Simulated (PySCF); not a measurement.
## Property card for `c1cc(cc(c1)C(=C)C)C=C`

Species: C11H12.
Atom-mapped SMILES: `[CH2:1]=[CH:2][c:3]1[cH:4][cH:5][cH:6][c:7]([C:8](=[CH2:9])[CH3:10])[cH:11]1` (hydrogens: H12, H13 on C1; H14 on C2; H15 on C4; H16 on C5; H17 on C6; H18, H19 on C9; H20, H21, H22 on C10; H23 on C11)

Some functional groups and rings: C=C double bond and benzene ring.

GFN2-xTB geometry:

| Item | Value |
| --- | --- |
| Point group of the GFN2-xTB geometry | C1 |
| Rotational constants A, B, C of the GFN2-xTB geometry | 1.873, 0.781, 0.573 GHz |

**PBE0/pcSseg-1 ground state and GIAO shieldings, non-relativistic (PySCF)**

| Item | Value |
| --- | --- |
| Dipole moment | 0.47 D |
| HOMO energy | -6.54 eV |
| LUMO energy | -1.07 eV |
| HOMO–LUMO gap | 5.47 eV |
| Lowest Hirshfeld atomic charge | -0.12 e on C10 |
| Highest Hirshfeld atomic charge | +0.05 e on H12, H13, H14, H15, H16, H17, H20, H21 |
| 13C chemical shifts (computed TMS as zero) by class | 154.6 (C8), 148.9 (C7), 145.0 (C2), 141.8 (C3), 135.0 (C4), 134.0 (C5), 130.1 (C6), 126.5 (C11), 120.1 (C9), 118.9 (C1), 24.9 (C10) ppm |
| 1H chemical shifts (computed TMS as zero) by class | 8.19 (H23), 7.58 (H16), 7.40 (H17), 7.28 (H15), 6.88 (H14), 6.33 (H12), 5.62 (H13), 5.58 (H19), 5.45 (H18), 2.29 (H20/H21/H22) ppm |
| Mayer bond orders between heavy atoms | C1–C2 1.95, C2–C3 1.09, C3–C4 1.37, C4–C5 1.44, C5–C6 1.45, C6–C7 1.38, C7–C8 1.03, C8–C9 1.98, C8–C10 1.07, C7–C11 1.42, C11–C3 1.38 |

Monoisotopic mass from the formula: 144.0939 u.

The rotational constants make it an asymmetric top with κ = (2B − A − C)/(A − C) = -0.68, nearer the prolate limit (−1). A dipole of 0.47 D is allowed in C1, and pure rotational transitions are dipole-allowed. With B = h/(8π²I), that is 505.379 GHz u Å² over I, the principal moments of inertia are 269.9, 647.2 and 882.7 u Å² (most abundant isotopes); the inertial defect Ic − Ia − Ib is -34.4 u Å² (zero for a rigid planar frame, negative otherwise). In atomic units the dipole is 0.18 e·bohr (1 au = 2.5417 D).

The structure is a single GFN2-xTB conformer in the gas phase; no vibrational or solvent corrections. NMR classes are plain means over equivalent atoms (diastereotopic ones count apart unless rotation or inversion swaps them), as if these changed places fast; in this geometry the members of some classes differ.

Conformer computed: `[CH2:1]=[CH:2][c:3]1[cH:4][cH:5][cH:6][c:7]([C:8](=[CH2:9])[CH3:10])[cH:11]1`: C1–C2–C3–C4 -172°, C6–C7–C8–C9 142°.
